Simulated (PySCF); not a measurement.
How the method changes the constants of GaF

State: ¹Σ⁺ (singlet), closed shell. Set-up: basis Ga cc-pVTZ-PP with ECP10, F cc-pVTZ; scalar-relativistic core potentials; PySCF 2.14. De refers to Ga + F in their high-spin ground configurations, without counterpoise correction. A positive dipole means Ga(−)F(+).

```csv
Level,Re (Å),ωe (cm⁻¹),De (eV),μ (D)
RHF,1.764,651,4.15,-2.21
RHF-MP2,1.777,646,6.32,n/a
RHF-SCS-MP2,1.780,640,6.12,n/a
RHF-CCSD,1.773,650,5.82,n/a
RHF-CCSD(T),1.776,645,5.97,n/a
PBE,1.809,589,6.29,-2.24
BLYP,1.822,576,6.21,-2.38
r²SCAN,1.780,627,6.09,-2.08
TPSSh,1.792,613,6.00,-2.16
PBE0,1.785,620,5.92,-2.25
r²SCAN0,1.768,642,5.78,-2.15
ωB97X,1.787,622,6.19,-2.29
```

Task: Which functional lies closest to RHF-CCSD(T) in De, which farthest, and by how much do they differ from it?

Result: Closest is TPSSh (+1.6 pm in Re, -5.0 % in ωe, +0.03 eV in De against RHF-CCSD(T) in the same basis), farthest PBE (+3.3 pm in Re, -8.7 % in ωe, +0.32 eV in De). CCSD(T) converges more slowly with the basis than the functionals do and binds too weakly in this one, so the order can change at the basis-set limit.

Task: What does a quarter of exact exchange do here, going from PBE to PBE0?

Result: PBE0 less PBE: -2.4 pm in Re, +5.3 % in ωe, -0.37 eV in De. Exact exchange removes part of the self-interaction that spreads semilocal densities, and in most molecules shortens and stiffens the bond and lowers De; so it does here.

Task: What does the step from GGA to meta-GGA do here, going from PBE to r²SCAN?

Result: r²SCAN less PBE: -2.9 pm in Re, +6.5 % in ωe, -0.20 eV in De. 

Correlated steps freeze 5 core orbitals. Where the molecule has an RHF reference, its open-shell atoms are computed with UHF.
